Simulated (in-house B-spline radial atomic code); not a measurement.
Values are calculated unless marked as measured or tabulated.
# Making a Troullier-Martins s channel for Cd, r_c = 1.85 bohr

Cd, [Kr] 4d10 5s2, non-relativistic PBE, spherical and spin-unpolarised, from an all-electron radial atomic-structure program (B-spline basis) (atomic units). The all-electron 5s level is ε = -0.193990 hartree, its outermost node lies just inside 1.11 bohr and its outer maximum at 2.46 bohr.

Inside r_c the pseudo-orbital is u(r) = r^1 exp(p(r)), with p = c0 + c2 r² + c4 r⁴ + … + c12 r¹². The seven coefficients follow from p and its first four derivatives at r_c, from zero curvature of the screened potential at the origin, c4 = −c2²/(2l + 5), and from the norm inside r_c. At r_c the all-electron orbital has P = 0.5415884, P' = 0.3588021, the screened potential V = -0.9917096, V' = 1.401719, V'' = -2.930535, and the norm inside is Q = 0.125128.

Problem. What are p, p' and p'' at r_c?

Solution. p = ln(P/r_c^1) = ln(0.5415884/1.85) = -1.22843. p' = P'/P − 1/r_c = 0.66250 − 0.54054 = 0.12196. The radial equation gives p'' = 2(V − ε) − 2(1) p'/r_c − p'² = -1.59544 − (0.13185) − 0.01487 = -1.74216. Differentiating, p''' = 2V' + 2(1)p'/r_c² − 2(1)p''/r_c − 2p'p'' = 5.1831, and p'''' = 2V'' − 4(1)p'/r_c³ + 4(1)p''/r_c² − 2(1)p'''/r_c − 2p''² − 2p'p''' = -20.912.

For a trial c2 the five matching conditions are linear in c0, c6, c8, c10 and c12, and c2 is varied until the norm inside r_c equals Q. The root nearest zero gives:

```csv
n,c_n
0,-1.466538
2,-0.3779045
4,-0.02856236
6,0.3427694
8,-0.1752778
10,0.0340618
12,-0.002377614
```

Problem. Check c4 and p(r_c), and find the screened pseudopotential at the origin.

Solution. −c2²/5 = -0.0285624, as listed. The terms c_n r_c^n are -1.46654, -1.29338, -0.33457, 13.74145, -24.04920, 15.99502, -3.82122, which sum to -1.22843. Inverting the radial equation, V_l(r) = ε + 1 p'/r + (p'' + p'²)/2, so V_l(0) = ε + (2l + 3) c2 = -0.19399 + 3 × (-0.377904) = -1.3277 hartree, finite where the all-electron potential diverges.

Orbitals and screened potentials:

```
r (bohr)         P        u  V all-electron  V pseudo
   0.185   0.06646  0.04213          -131.5    -1.319
   0.462  -0.05791   0.0985          -27.39    -1.066
    0.74   -0.2789   0.1436          -10.45    -0.158
   1.018  -0.08771   0.1913          -4.866     1.032
   1.295    0.1886   0.2745          -2.578     1.278
   1.572    0.4052   0.4112          -1.529   -0.2949
    1.85    0.5416   0.5416         -0.9917   -0.9917
```

Logarithmic derivatives P'/P at R = 2.15 bohr, for energies E around ε:

```json
{"E − ε (hartree)": "-0.5", "all-electron": "0.753628", "pseudo": "0.741555"}
{"E − ε (hartree)": "-0.25", "all-electron": "0.50958", "pseudo": "0.505681"}
{"E − ε (hartree)": "-0.1", "all-electron": "0.346845", "pseudo": "0.3461"}
{"E − ε (hartree)": "0", "all-electron": "0.230091", "pseudo": "0.230086"}
{"E − ε (hartree)": "0.1", "all-electron": "0.105677", "pseudo": "0.104713"}
{"E − ε (hartree)": "0.25", "all-electron": "-0.0977573", "pseudo": "-0.105214"}
{"E − ε (hartree)": "0.5", "all-electron": "-0.494158", "pseudo": "-0.539549"}
```

Problem. With P(R) = 0.6145682 and a norm of 0.2274059 inside R, what slope in energy does norm conservation fix?

Solution. d(P'/P)/dE = −2 × (norm inside R)/P(R)² = -1.2042 per hartree·bohr at E = ε, for both atoms, since orbital and norm agree at R. Differences over ±0.1 hartree give -1.2058 (all-electron) and -1.2069 (pseudo), which also hold third-order terms. Half a hartree below ε the two curves differ by -0.0121.
